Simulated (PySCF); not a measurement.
Br: excitation energy

Br [Ar] 3d10 4s2 4p5 (2P) → Br [Ar] 3d10 4s2 4p4 5s1 (4P), as a difference of total energies. Calculation: PySCF 2.14, in aug-cc-pVTZ-PP with ECP10MDF; a scalar-relativistic core potential. Correlated levels: valence: 3s2 3p6 3d10 frozen. The calculations carry no spin-orbit coupling.

```tsv
method	excitation energy (cm⁻¹)	error (cm⁻¹)
UHF	59550	-3723
LDA	64457	+1184
PBE	63329	+56
PBE0	64200	+927
r2SCAN	65666	+2393
M06-L	67281	+4008
M06-2X	64119	+846
PW91	63672	+400
MN15	63504	+232
MP2 (valence)	63487	+215
SCS-MP2 (valence)	64385	+1112
```

Reference: 63273 cm⁻¹ (measured; NIST levels, between the centres of gravity of the two terms).

Errors of the correlated levels include the incompleteness of this basis and the frozen core.

The promoted electron is Rydberg-like, and one or two diffuse shells describe it only roughly, which tends to raise the upper state.
